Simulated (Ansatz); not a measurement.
Program: Ansatz. Geometries: PBE0-D4/def2-TZVP. ΔE: electronic, gas phase. CBS: MP2 limit from def2 TZ/QZ plus the TZ coupled-cluster correction, frozen cores. This one scheme is used for every species. DFT in def2-TZVPP. B3LYP here is the variant with VWN-RPA as its local correlation; programs differ in this. Each species was taken in one conformer, which may not be the lowest.

Reaction (ligand exchange at the Si–S bond): `CO[SiH2]S[SiH2]F` + `N[SiH2]S` → `N[SiH2]S[SiH2]F` + `CO[SiH2]S`

```json
{"level": "ωB97M-V", "ΔE (kJ/mol)": "-3.3"}
{"level": "B3LYP", "ΔE (kJ/mol)": "-6.5"}
```

**Question.** What does CCSD(T)/CBS give? (Estimate.)

**Answer.** The calculation gave: -3.7 kJ/mol. The listed levels differ from it by 0.4, -2.8 kJ/mol.

Largest T1 diagnostic among the species: 0.012.

The D4 term adds +4.8 kJ/mol with B3LYP and +2.7 kJ/mol with PBE0; it sums over pairs of atoms, weighted by their polarisabilities, and B3LYP, whose exchange is more repulsive, gets the larger term.
